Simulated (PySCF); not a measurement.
C7H7, SMILES c1c(cccc1)[CH2], multiplicity 2. The structure is a stationary point at ωB97X-D3(BJ)/def2-SVP.

### Question
Give the equilibrium geometry at ωB97X-D3(BJ)/def2-SVP (PySCF confirms it by a frequency run) as bond lengths and angles, and its point group. (Estimate from the structure and the level; the computed values follow.)

### Answer
point group C2v.
Atoms: C1 C2 C3 C4 C5 C6 C7 H8 H9 H10 H11 H12 H13 H14. Bonds (Å): C1–C2 1.411, C1–H8 1.093, C1–H9 1.093, C2–C3 1.426, C2–C7 1.426, C3–C4 1.387, C3–H10 1.094, C4–C5 1.403, C4–H11 1.094, C5–C6 1.403, C5–H12 1.093, C6–C7 1.387, C6–H13 1.094, C7–H14 1.094. Bond angles (°): C2–C1–H8 120.9, C2–C1–H9 120.9, H8–C1–H9 118.2, C1–C2–C3 121.3, C1–C2–C7 121.3, C3–C2–C7 117.4, C2–C3–C4 121.1, C2–C3–H10 118.8, C4–C3–H10 120.1, C3–C4–C5 120.4, C3–C4–H11 119.7, C5–C4–H11 119.8, C4–C5–C6 119.6, C4–C5–H12 120.2, C6–C5–H12 120.2, C5–C6–C7 120.4, C5–C6–H13 119.8, C7–C6–H13 119.7, C2–C7–C6 121.1, C2–C7–H14 118.8, C6–C7–H14 120.1.
Charge 0, spin multiplicity 2.
